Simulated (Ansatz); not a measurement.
[Ag(NH3)2]+ (AgN₂H₆⁺). Charge 1, multiplicity 1. Geometry PBE-D4/def2-TZVP.

```xyz
9

Ag    0.000    0.000    0.000
N     0.291    1.970    0.733
H    -0.558    2.537    0.645
H     1.034    2.459    0.224
H     0.553    1.971    1.724
N    -0.291   -1.970   -0.734
H    -0.989   -2.480   -0.183
H     0.574   -2.517   -0.705
H    -0.616   -1.969   -1.705
```

In the def2 sets Ag takes a core potential; there is no spin–orbit coupling.

Estimate the orbital energies around the gap (eV) in Ansatz with BLYP-D4/def2-TZVP, r2SCAN-D4/def2-TZVP, PBE0-D4/def2-SVP, BHLYP-D4/def2-TZVP, CAM-B3LYP-D4/def2-TZVP.


| orbital | BLYP-D4/def2-TZVP | r2SCAN-D4/def2-TZVP | PBE0-D4/def2-SVP | BHLYP-D4/def2-TZVP | CAM-B3LYP-D4/def2-TZVP |
| --- | --- | --- | --- | --- | --- |
| HOMO−9 | -17.28 | -17.76 | -19.01 | -20.59 | -20.55 |
| HOMO−8 | -17.19 | -17.67 | -18.90 | -20.45 | -20.43 |
| HOMO−7 | -17.19 | -17.67 | -18.90 | -20.45 | -20.43 |
| HOMO−6 | -15.26 | -15.67 | -17.02 | -18.58 | -18.57 |
| HOMO−5 | -13.27 | -13.66 | -14.79 | -16.15 | -16.26 |
| HOMO−4 | -12.15 | -12.49 | -14.01 | -15.82 | -15.55 |
| HOMO−3 | -12.15 | -12.49 | -14.01 | -15.82 | -15.55 |
| HOMO−2 | -12.10 | -12.44 | -13.98 | -15.73 | -15.51 |
| HOMO−1 | -12.10 | -12.44 | -13.98 | -15.73 | -15.51 |
| HOMO | -10.93 | -11.14 | -12.31 | -13.70 | -13.83 |
| LUMO | -5.99 | -5.55 | -4.87 | -4.35 | -4.21 |
| LUMO+1 | -4.57 | -3.99 | -3.64 | -3.23 | -3.10 |
| LUMO+2 | -4.46 | -3.99 | -3.64 | -3.23 | -3.10 |
| LUMO+3 | -4.46 | -3.70 | -3.43 | -3.08 | -2.95 |
| LUMO+4 | -3.06 | -2.19 | -1.52 | -1.04 | -0.98 |
| LUMO+5 | -2.34 | -1.29 | -0.74 | -0.58 | -0.50 |
